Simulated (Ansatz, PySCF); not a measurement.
The PySCF input:
```python
from pyscf import gto, scf

mol = gto.Mole()
mol.atom = '''
    Ga   -0.292040    0.332484    0.325080
    C    -0.812222   -1.791253   -0.372642
    H    -0.101498   -2.123809   -1.118283
    H    -1.785972   -1.586213   -0.808096
    H    -0.878857   -2.469021    0.469292
    C     0.080373    1.489137   -1.436293
    H     0.580763    0.842654   -2.160142
    H     0.727524    2.341576   -1.223313
    H    -0.843394    1.862415   -1.881186
    C     1.655189   -0.781882    0.809378
    H     2.222460    0.041712    1.233297
    H     2.091655   -1.133473   -0.117062
    H     1.500505   -1.578868    1.525357
'''
mol.basis = 'sto-3g'
mol.charge = 0
mol.spin = 2
mol.verbose = 4
mol.build()

mf = scf.UHF(mol)
mf.kernel()
```

Q: Write the same job for Ansatz (an electronic-structure program).

A: This is not unique; one that fits is 
Ansatz 0.2 input:
```yaml
crystal:
  periodic: [false, false, false]
  atoms:
    - {symbol: Ga, position_ang: [-0.29203971, 0.33248422, 0.32507992]}
    - {symbol: C, position_ang: [-0.81222176, -1.79125288, -0.37264226]}
    - {symbol: H, position_ang: [-0.10149786, -2.12380947, -1.11828279]}
    - {symbol: H, position_ang: [-1.78597217, -1.58621334, -0.80809556]}
    - {symbol: H, position_ang: [-0.87885691, -2.46902136, 0.46929178]}
    - {symbol: C, position_ang: [0.08037324, 1.48913743, -1.43629314]}
    - {symbol: H, position_ang: [0.58076296, 0.84265399, -2.16014170]}
    - {symbol: H, position_ang: [0.72752364, 2.34157557, -1.22331300]}
    - {symbol: H, position_ang: [-0.84339354, 1.86241547, -1.88118647]}
    - {symbol: C, position_ang: [1.65518927, -0.78188169, 0.80937839]}
    - {symbol: H, position_ang: [2.22246012, 0.04171239, 1.23329735]}
    - {symbol: H, position_ang: [2.09165519, -1.13347279, -0.11706188]}
    - {symbol: H, position_ang: [1.50050503, -1.57886848, 1.52535701]}
basis:
  gaussian:
    orbitals: STO-3G
hamiltonian:
  xc: hf
magnetization: {spin_polarized: true, initial_magnetization: 2}
accuracy: high
```

Both were run: PySCF gave -2018.379313 Eh and Ansatz -2018.379313 Eh, 0.000 mEh apart.
